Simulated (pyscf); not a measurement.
PySCF, gas phase, ωB97X-D3(BJ)/def2-SVP geometries.

Q: How much does it cost (ΔH, 298 K, ωB97M-D3(BJ)/def2-TZVP) to split H₃Si–Te–Ta(Cl)(Cl)(Cl)–Cl at its Ta–Te bond into H₃Si–Te• + [Cl–Ta(Cl)(Cl)–Cl]•?

A: Ta–Te to H₃Si–Te• + [Cl–Ta(Cl)(Cl)–Cl]•: 37.9 kcal/mol. The 7 functionals that were run give +33.4 (M06-2X) to +56.5 kcal/mol (ωB97X-D3(BJ)/def2-TZVP). The radicals are drawn with the spin at the cut bond; how far it spreads was not checked. Other isomers of H₃Si–Te• were not searched in full and may lie lower. Open-shell species with a d-block atom are single-reference here; other states, and whether the spin sits on metal or ligand, were not checked. Elements past Kr carry the def2 core potentials, without spin-orbit coupling.
